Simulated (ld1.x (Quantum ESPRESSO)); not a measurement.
**Pb (Z = 82): TM pseudisation with PBE, scalar-relativistic reference atom.**

ld1.x (Quantum ESPRESSO) 7.5 was run on this input:

```
&input
   title='Pb', zed=82., rel=1, dft='PBE', iswitch=3,
   config='[Xe] 4f14 5d10 6s1.5 6p2.5',
   nld=4, rlderiv=2.70, eminld=-12.0, emaxld=5.0, deld=0.04
 /
 &inputp
   pseudotype=2, tm=.true., lloc=1,
   nlcc=.false.,
   file_pseudopw='Pb.UPF', file_wfcaegen='ae.wfc', file_wfcncgen='nc.wfc', file_beta='beta', file_chi='chi'
 /
4
6S  1  0   1.50   0.00  1.90  1.90  0.0
5D  3  2  10.00   0.00  2.05  2.05  0.0
4F  4  3  14.00   0.00  0.70  0.70  0.0
6P  2  1   2.50   0.00  2.50  2.50  0.0
 &test
   configts(1)='4f14 5d10 6s1.5 6p2.5'
 /
```

Command:

```bash
ld1.x < Pb.in > Pb.out
```

Output (shortened: banner, matrices, multipoles, cross overlaps and the repeated all-electron block are left out):

```
Program LD1 v.7.5
     --------------------------- All-electron run ----------------------------

     Pb
     scalar relativistic calculation

     atomic number is 82.00
     dft =PBE   lsd =0 sic =0 latt =0  beta=0.20 tr2=1.0E-14
     Exchange-correlation= PBE
                           (   1   4   3   4   0   0   0)
     mesh =1281 r(mesh) =  98.81810 a.u. xmin = -7.00 dx = 0.01250
     1 Ry =  13.60569312 eV, c = 137.03599908

     n l     nl                  e(Ry)          e(Ha)          e(eV)
     1 0     1S 1( 2.00)     -6478.1370     -3239.0685    -88139.5438
     2 0     2S 1( 2.00)     -1158.7251      -579.3625    -15765.2575
     2 1     2P 1( 6.00)      -993.7127      -496.8564    -13520.1505
     3 0     3S 1( 2.00)      -278.2068      -139.1034     -3785.1960
     3 1     3P 1( 6.00)      -230.9041      -115.4520     -3141.6099
     4 0     4S 1( 2.00)       -63.0416       -31.5208      -857.7242
     4 1     4P 1( 6.00)       -47.5436       -23.7718      -646.8639
     3 2     3D 1(10.00)      -182.7176       -91.3588     -2485.9995
     5 0     5S 1( 2.00)       -10.6640        -5.3320      -145.0916
     5 1     5P 1( 6.00)        -6.3769        -3.1884       -86.7621
     4 2     4D 1(10.00)       -29.6216       -14.8108      -403.0230
     4 3     4F 1(14.00)        -9.8358        -4.9179      -133.8224
     5 2     5D 1(10.00)        -1.6201        -0.8101       -22.0431
     6 0     6S 1( 1.50)        -0.9266        -0.4633       -12.6077
     6 1     6P 1( 2.50)        -0.2842        -0.1421        -3.8673

     final scf error:  6.1E-15 reached in  32 iterations

     Etot =  -41763.507215 Ry,  -20881.753607 Ha, -568221.462904 eV

     Ekin =   47221.777310 Ry,   23610.888655 Ha,  642485.010797 eV
     Encl = -104286.643326 Ry,  -52143.321663 Ha,-1418892.065920 eV
     Eh   =   16074.058335 Ry,    8037.029167 Ha,  218698.704942 eV
     Exc  =    -772.699533 Ry,    -386.349767 Ha,  -10513.112723 eV

     normalization and overlap integrals

     s(1S/1S) =  1.000000  <r> =   0.0160  <r2> =    0.0004  r(max) =   0.0099
     s(2S/2S) =  1.000000  <r> =   0.0676  <r2> =    0.0054  r(max) =   0.0575
     s(2P/2P) =  1.000000  <r> =   0.0614  <r2> =    0.0046  r(max) =   0.0476
     s(3S/3S) =  1.000000  <r> =   0.1745  <r2> =    0.0348  r(max) =   0.1601
     s(3P/3P) =  1.000000  <r> =   0.1765  <r2> =    0.0361  r(max) =   0.1622
     s(4S/4S) =  1.000000  <r> =   0.3842  <r2> =    0.1665  r(max) =   0.3609
     s(4P/4P) =  1.000000  <r> =   0.4100  <r2> =    0.1909  r(max) =   0.3842
     s(3D/3D) =  1.000000  <r> =   0.1599  <r2> =    0.0299  r(max) =   0.1311
     s(5S/5S) =  1.000000  <r> =   0.8534  <r2> =    0.8160  r(max) =   0.7932
     s(5P/5P) =  1.000000  <r> =   0.9768  <r2> =    1.0763  r(max) =   0.8766
     s(4D/4D) =  1.000000  <r> =   0.4310  <r2> =    0.2143  r(max) =   0.3890
     s(4F/4F) =  1.000000  <r> =   0.4539  <r2> =    0.2467  r(max) =   0.3520
     s(5D/5D) =  1.000000  <r> =   1.3012  <r2> =    1.9725  r(max) =   1.0707
     s(6S/6S) =  1.000000  <r> =   2.2929  <r2> =    5.9714  r(max) =   1.9509
     s(6P/6P) =  1.000000  <r> =   3.2991  <r2> =   12.6889  r(max) =   2.6334

     ------------------------ End of All-electron run ------------------------

     --------------------- Generating NC pseudopotential ---------------------

      Generating local pot.: lloc=1, matching radius rcloc =   2.5000

      Wfc   6S  rcut= 1.903  Using Troullier-Martins method

      Wfc   5D  rcut= 2.051  Using Troullier-Martins method

      Wfc   4F  rcut= 0.700  Using Troullier-Martins method

       Warning: n=4, l=3 expected 0 nodes, found 1
       Setting wfc to zero for this iteration
       (This warning will only be printed once per wavefunction)

     ------------------- End of pseudopotential generation -------------------

     Computing logarithmic derivative in   2.68331
     Computing logarithmic derivative in   2.68331
     Computing the partial wave expansion
     R is outside the sphere for l=    0 j= 0.00
       no projector for channel:   1
     R is outside the sphere for l=    2 j= 0.00
     R is outside the sphere for l=    3 j= 0.00

     ---------------------- Testing the pseudopotential ----------------------

     Pb
     scalar relativistic calculation

     atomic number is 82.00   valence charge is 28.00
     dft =PBE   lsd =0 sic =0 latt =0  beta=0.20 tr2=1.0E-14
     mesh =1281 r(mesh) =  98.81810 xmin = -7.00 dx = 0.01250

     n l     nl             e AE (Ry)        e PS (Ry)    De AE-PS (Ry)
     4 3     4F   1(14.00)       -9.83577       -9.83591        0.00014
     3 2     5D   1(10.00)       -1.62014       -1.62014        0.00000
     1 0     6S   1( 1.50)       -0.92665       -0.92665        0.00000
     2 1     6P   1( 2.50)       -0.28424       -0.28424        0.00000

     eps = 1.9E-15  iter = 31

     Etot =  -41763.507215 Ry,  -20881.753607 Ha, -568221.462904 eV
     Etotps =  -907.147263 Ry,    -453.573631 Ha,  -12342.367273 eV

     Ekin =    1432.339707 Ry,     716.169853 Ha,   19487.974496 eV
     Encl =   -1444.533479 Ry,    -722.266739 Ha,  -19653.879219 eV
     Ehrt =     771.475367 Ry,     385.737683 Ha,   10496.457094 eV
     Ecxc =     -67.065361 Ry,     -33.532680 Ha,    -912.470716 eV
     Epseu=   -1599.363497 Ry,    -799.681748 Ha,  -21760.448928 eV

     ---------------------- End of pseudopotential test ----------------------
```

Generation and configuration tests took about 3.1 s on one core of a shared server CPU.

Transferability test of the new file with ld1.x, input:

```
&input
   title='Pb', zed=82., rel=1, dft='PBE', iswitch=2,
   config='[Xe] 4f14 5d10 6s1.5 6p2.5'
 /
 &test
   file_pseudo='Pb.UPF', nconf=8,
   configts(1)='4f14 5d10 6s1.5 6p2.5',
   configts(2)='4f14 5d10 6s2 6p2',
   configts(3)='4f14 5d10 6s2 6p1',
   configts(4)='4f14 5d10 6s2 6p0',
   configts(5)='4f14 5d10 6s0 6p0',
   configts(6)='4f13 5d10 6s2 6p2',
   configts(7)='4f14 5d10 6s1 6p2',
   configts(8)='4f14 5d10 6s1 6p0'
 /
```

```bash
ld1.x < Pb.test.in > Pb.test.out
```

Pseudopotential blocks of its output, shortened (energy terms left out; the distinct warnings before each block abridged to one line each):

```
     Warning: n=4, l=3 expected 0 nodes, found 1
     ---------------------- Testing the pseudopotential ----------------------

     n l     nl             e AE (Ry)        e PS (Ry)    De AE-PS (Ry)
     4 3     4F   1(14.00)       -9.83577       -9.83591        0.00014
     3 2     5D   1(10.00)       -1.62014       -1.62014        0.00000
     1 0     6S   1( 1.50)       -0.92665       -0.92665        0.00000
     2 1     6P   1( 2.50)       -0.28424       -0.28424        0.00000

     eps = 6.2E-15  iter = 43

     Etot =  -41763.507215 Ry,  -20881.753607 Ha, -568221.462904 eV
     Etotps =  -907.147264 Ry,    -453.573632 Ha,  -12342.367293 eV

     ---------------------- End of pseudopotential test ----------------------

          ---------------------- Testing the pseudopotential ----------------------

     n l     nl             e AE (Ry)        e PS (Ry)    De AE-PS (Ry)
     4 3     4F   1(14.00)       -9.76740       -9.76734       -0.00006
     3 2     5D   1(10.00)       -1.55649       -1.55510       -0.00139
     1 0     6S   1( 2.00)       -0.88491       -0.88485       -0.00006
     2 1     6P   1( 2.00)       -0.25706       -0.25717        0.00012

     eps = 7.2E-15  iter = 15

     Etot =  -41763.824751 Ry,  -20881.912375 Ha, -568225.783202 eV
     Etotps =  -907.464829 Ry,    -453.732414 Ha,  -12346.687979 eV
     dEtot_ae =      -0.317536 Ry
     dEtot_ps =      -0.317565 Ry,   Delta E=       0.000028 Ry

     ---------------------- End of pseudopotential test ----------------------

          ---------------------- Testing the pseudopotential ----------------------

     n l     nl             e AE (Ry)        e PS (Ry)    De AE-PS (Ry)
     4 3     4F   1(14.00)      -10.33381      -10.32343       -0.01038  !
     3 2     5D   1(10.00)       -2.12059       -2.11644       -0.00415
     1 0     6S   1( 2.00)       -1.41319       -1.41275       -0.00044
     2 1     6P   1( 1.00)       -0.72442       -0.72447        0.00005

     eps = 8.0E-15  iter = 19

     Etot =  -41763.341467 Ry,  -20881.670733 Ha, -568219.207784 eV
     Etotps =  -906.981237 Ry,    -453.490618 Ha,  -12340.108377 eV
     dEtot_ae =       0.165748 Ry
     dEtot_ps =       0.166027 Ry,   Delta E=      -0.000279 Ry

     ---------------------- End of pseudopotential test ----------------------

          ---------------------- Testing the pseudopotential ----------------------

     n l     nl             e AE (Ry)        e PS (Ry)    De AE-PS (Ry)
     4 3     4F   1(14.00)      -11.00213      -10.97409       -0.02804  !
     3 2     5D   1(10.00)       -2.78165       -2.77361       -0.00804  !
     1 0     6S   1( 2.00)       -2.01698       -2.01601       -0.00097
     2 1     6P   1( 0.00)       -1.26226       -1.26222       -0.00004

     eps = 7.1E-15  iter = 35

     Etot =  -41762.353306 Ry,  -20881.176653 Ha, -568205.763176 eV
     Etotps =  -905.992597 Ry,    -452.996298 Ha,  -12326.657243 eV
     dEtot_ae =       1.153909 Ry
     dEtot_ps =       1.154667 Ry,   Delta E=      -0.000759 Ry

     ---------------------- End of pseudopotential test ----------------------

          ---------------------- Testing the pseudopotential ----------------------

     n l     nl             e AE (Ry)        e PS (Ry)    De AE-PS (Ry)
     4 3     4F   1(14.00)      -12.81451      -12.75181       -0.06270  !
     3 2     5D   1(10.00)       -4.53253       -4.52561       -0.00693  !
     1 0     6S   1( 0.00)       -3.52955       -3.52679       -0.00276
     2 1     6P   1( 0.00)       -2.61115       -2.60971       -0.00143

     eps = 6.6E-15  iter = 10

     Etot =  -41756.832614 Ry,  -20878.416307 Ha, -568130.650328 eV
     Etotps =  -900.473607 Ry,    -450.236804 Ha,  -12251.567566 eV
     dEtot_ae =       6.674601 Ry
     dEtot_ps =       6.673657 Ry,   Delta E=       0.000944 Ry

     ---------------------- End of pseudopotential test ----------------------

          ---------------------- Testing the pseudopotential ----------------------

     n l     nl             e AE (Ry)        e PS (Ry)    De AE-PS (Ry)
     4 3     4F   1(13.00)      -11.77894      -12.38397        0.60502  !
     3 2     5D   1(10.00)       -2.59094       -2.67455        0.08361  !
     1 0     6S   1( 2.00)       -1.60204       -1.59443       -0.00761  !
     2 1     6P   1( 2.00)       -0.83733       -0.82366       -0.01367  !

     eps = 9.8E-15  iter = 20

     Etot =  -41753.068438 Ry,  -20876.534219 Ha, -568079.436106 eV
     Etotps =  -896.404964 Ry,    -448.202482 Ha,  -12196.210850 eV
     dEtot_ae =      10.438777 Ry
     dEtot_ps =      10.742300 Ry,   Delta E=      -0.303523 Ry

     ---------------------- End of pseudopotential test ----------------------

          ---------------------- Testing the pseudopotential ----------------------

     n l     nl             e AE (Ry)        e PS (Ry)    De AE-PS (Ry)
     4 3     4F   1(14.00)      -10.47097      -10.46227       -0.00870  !
     3 2     5D   1(10.00)       -2.24735       -2.24628       -0.00108
     1 0     6S   1( 1.00)       -1.49779       -1.49737       -0.00043
     2 1     6P   1( 2.00)       -0.78619       -0.78585       -0.00033

     eps = 4.3E-15  iter = 27

     Etot =  -41762.641217 Ry,  -20881.320608 Ha, -568209.680404 eV
     Etotps =  -906.281138 Ry,    -453.140569 Ha,  -12330.583052 eV
     dEtot_ae =       0.865998 Ry
     dEtot_ps =       0.866126 Ry,   Delta E=      -0.000128 Ry

     ---------------------- End of pseudopotential test ----------------------

          ---------------------- Testing the pseudopotential ----------------------

     n l     nl             e AE (Ry)        e PS (Ry)    De AE-PS (Ry)
     4 3     4F   1(14.00)      -11.87978      -11.83320       -0.04659  !
     3 2     5D   1(10.00)       -3.63340       -3.62491       -0.00849  !
     1 0     6S   1( 1.00)       -2.75538       -2.75352       -0.00186
     2 1     6P   1( 0.00)       -1.91770       -1.91691       -0.00079

     eps = 6.1E-15  iter = 35

     Etot =  -41759.971226 Ry,  -20879.985613 Ha, -568173.353323 eV
     Etotps =  -903.611023 Ry,    -451.805511 Ha,  -12294.254281 eV
     dEtot_ae =       3.535989 Ry
     dEtot_ps =       3.536241 Ry,   Delta E=      -0.000252 Ry

     ---------------------- End of pseudopotential test ----------------------
```
